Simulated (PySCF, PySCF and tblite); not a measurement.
A run on one conformer of C6H4N2, numbered as in [CH:1]#[C:2][c:3]1[cH:4][cH:5][n:6][n:7][cH:8]1, from an ensemble study. The sound level was mPW1PW91/pcSseg-1 (IEF-PCM, methanol) on GFN2-xTB geometries.

Input:

```
{"job": {"xc": "M06-2X", "basis": "pcSseg-1", "solvent": "acetonitrile", "grid": 1, "kind": "nmr", "pop": false}, "charge": 0, "multiplicity": 1}
C      2.918298    -0.423979     0.031209
C      1.736757    -0.209753     0.020344
C      0.350283     0.056521     0.008304
C     -0.605332    -0.950969    -0.069359
C     -1.937925    -0.552324    -0.072728
N     -2.314078     0.711169    -0.006453
N     -1.423473     1.656053     0.066171
C     -0.140983     1.372945     0.074584
H      3.950389    -0.613100     0.040617
H     -0.322612    -1.991566    -0.123855
H     -2.741966    -1.272435    -0.131227
H      0.531840     2.216753     0.136366
```

Command: OMP_NUM_THREADS=1 python ens_run.py task.json out

Output:

```
NotImplementedError: meta-GGA GIAO
```

**Question.** What is wrong with this calculation?

**Answer.** The setting at fault: functional unknown or not served for shieldings. GIAO shieldings aren't available for M06-2X here. (The solvent model and integration grid also differ from the sound level's.) The input was rejected before any iteration.
